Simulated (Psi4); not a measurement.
Interaction energy of CH5N ··· Li+ (SMILES CN and [Li+]) (charge +1). Monomers: optimised at B3LYP-D3(BJ) (def2-TZVP), held rigid. Orientation: lowest of the rigid-body minima from ten starts at GFN2-xTB (searched outside a hard wall at short contacts). The monomers approach along the line of their centres of mass (distance R); nothing else relaxes. The shortest distances reach bonding range, where SAPT0 and rigid monomers are unreliable.

- revPBE-D3(BJ)/def2-TZVP, counterpoise-corrected (Psi4)
- SAPT0/jun-cc-pVDZ, all electrons correlated (Psi4)

Interaction energies in kJ/mol:

| R / Å | revPBE-D3(BJ)/def2-TZVP |
|---|---|
| 2.09 | -165.14 |
| 2.27 | -175.08 |
| 2.50 | -167.88 |
| 2.70 | -154.60 |
| 2.93 | -142.40 |
| 3.31 | -113.89 |
| 3.80 | -79.59 |
| 4.46 | -49.07 |
| 5.50 | -25.12 |
| 6.75 | -13.54 |

Problem. Estimate the SAPT0/jun-cc-pVDZ values at these points.

Solution. 2.09: -154.95; 2.27: -166.43; 2.50: -158.84; 2.70: -143.82; 2.93: -124.18; 3.31: -94.37; 3.80: -65.85; 4.46: -42.47; 5.50: -24.39; 6.75: -14.64 (kJ/mol).
